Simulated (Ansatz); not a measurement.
A structure relaxed at PBE-D4/def2-SVP in Ansatz, charge 0, doublet:

```csv
atom,x (Å),y (Å),z (Å)
Cu1,0.4327,-0.3148,-0.3312
O2,-1.2526,0.8374,-0.7930
H3,-1.0041,0.7300,-1.7577
H4,-1.0529,1.7748,-0.5946
O5,0.0665,0.0259,1.7013
H6,0.8248,-0.5997,1.8949
H7,-0.7330,-0.4750,1.9619
Cl8,1.9758,-1.7152,0.4542
Cl9,0.7428,-0.2633,-2.5358
```

(1) Give its formula, name or SMILES and point group.

(2) Summarise the bond lengths by kind (pairs closer than 1.2 times the sum of covalent radii, bridged metal pairs left out).

Answers

(1) cis-Cu(H2O)2Cl2 (CuCl2O2H4). Point group C2 (tolerance 0.1 Å).

(2) 2 × Cu–O 2.09 Å; 2 × Cl–Cu 2.23 Å; 4 × H–O 0.98 to 1.00 Å. The metal has 4 neighbours: O 2.09 Å, O 2.09 Å, Cl 2.23 Å, Cl 2.23 Å.
